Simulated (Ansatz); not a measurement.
Single points on Hf2(OH)8 (Hf2O8H8).

```yaml
crystal:
  periodic: [false, false, false]
  atoms:
    - {symbol: Hf, position_ang: [-0.603440, 1.476636, 0.894471]}
    - {symbol: O, position_ang: [0.936133, 2.556856, 1.507127]}
    - {symbol: O, position_ang: [-1.562677, 2.845822, -0.118380]}
    - {symbol: O, position_ang: [-1.743921, 1.047180, 2.416253]}
    - {symbol: O, position_ang: [-0.977141, 0.056124, -0.731070]}
    - {symbol: Hf, position_ang: [0.477704, -1.574496, -0.782723]}
    - {symbol: O, position_ang: [0.020372, -1.879473, -2.657738]}
    - {symbol: O, position_ang: [2.448096, -1.640641, -0.923429]}
    - {symbol: O, position_ang: [-0.173215, -3.142919, 0.173244]}
    - {symbol: O, position_ang: [0.839520, -0.151715, 0.833008]}
    - {symbol: H, position_ang: [1.120892, 3.507597, 1.540559]}
    - {symbol: H, position_ang: [-1.897283, 3.499680, -0.742086]}
    - {symbol: H, position_ang: [-1.864023, 1.128763, 3.371977]}
    - {symbol: H, position_ang: [-1.679885, 0.165897, -1.392894]}
    - {symbol: H, position_ang: [-0.171929, -1.925558, -3.600576]}
    - {symbol: H, position_ang: [3.062145, -1.939970, -1.610890]}
    - {symbol: H, position_ang: [0.045538, -3.984361, 0.595313]}
    - {symbol: H, position_ang: [1.723117, -0.045431, 1.227835]}
basis:
  gaussian: {orbitals: def2-TZVP, initial_orbitals: start.molden}
hamiltonian: {xc: r2scan, dispersion: d4}
scf: {omitted_lower_state_checks: [starts]}
output: {orbitals: {seedname: orbitals}}
```

The file start.molden holds the orbitals of an earlier run on this structure, at another level or in another basis.

```sh
$ ansatz run in.yaml --threads 2 --pin off --events-out ev --progress --plain --max-ram 20480MiB --backend cuda --devices 0, --max-vram 18GiB
```

Output, abridged:

```
Functional definition: r2SCAN
2250 factors; their error is unknown
mean field evaluation 1: about -19137.1353 eV, gradient 7.2e0 eV
mean field evaluation 2: about -19137.2163 eV, gradient 9.0e-2 eV
mean field evaluation 4: about -19137.1958 eV, gradient 2.0e-4 eV
mean field -19137.19579956 eV, -703.2789739766 hartree, gradient 2.3e-5 eV, S^2 0.000000; 0 other end points of the search recorded, 0 dependent functions left out
reference -19137.19581919 eV, -703.2789746980 hartree; 48, 48 occupied and 328, 328 virtual orbitals, 2250 factors
Total energy: -19137.31244244 eV, -703.2832605233 hartree
Checks for a lower state left out: starts
```

It took 4.5 s on 2 threads of AMD EPYC 7R13 on a shared host and a share (18 GiB) of an NVIDIA H100 80GB HBM3, peak host memory 0.95 GiB.

First input, but with `hamiltonian: {xc: pbe, dispersion: d4}`, `output: {forces: true, orbitals: {seedname: orbitals}}` (abridged; 3.4 s):

```
Functional definition: PBE
mean field -19127.30829887 eV, -702.9156150281 hartree, gradient 1.3e-5 eV, S^2 0.000000
Total energy: -19127.72149863 eV, -702.9307998394 hartree
Atom 0 force     0.026323     0.229664     0.008460 eV/Å
Atom 1 force     0.068872     0.137249     0.042958 eV/Å
Atom 2 force    -0.086326     0.056699    -0.038217 eV/Å
Atom 3 force    -0.042693    -0.031772     0.124019 eV/Å
Atom 4 force    -0.185644    -0.026588    -0.076807 eV/Å
Atom 5 force     0.126722    -0.102621    -0.163034 eV/Å
Atom 6 force    -0.051644    -0.040947    -0.082127 eV/Å
Atom 7 force     0.136400    -0.044873    -0.070290 eV/Å
Atom 8 force    -0.013678    -0.100021     0.081693 eV/Å
Atom 9 force     0.140684    -0.026707     0.142781 eV/Å
Atom 10 force    -0.076583    -0.197195    -0.039290 eV/Å
Atom 11 force     0.078917    -0.128821     0.098780 eV/Å
Atom 12 force     0.050281     0.003698    -0.206660 eV/Å
Atom 13 force     0.167892    -0.005789     0.122347 eV/Å
Atom 14 force     0.035856     0.028002     0.171502 eV/Å
Atom 15 force    -0.168682     0.065104     0.114843 eV/Å
Atom 16 force    -0.019438     0.185605    -0.105632 eV/Å
Atom 17 force    -0.187256    -0.000686    -0.125327 eV/Å
Dipole moment:     0.011790     0.162663    -0.360578 e Å
Checks for a lower state left out: starts
```

Geometry: PBE-D4/def2-SVP.

In the def2 sets Hf takes a core potential; there is no spin–orbit coupling.
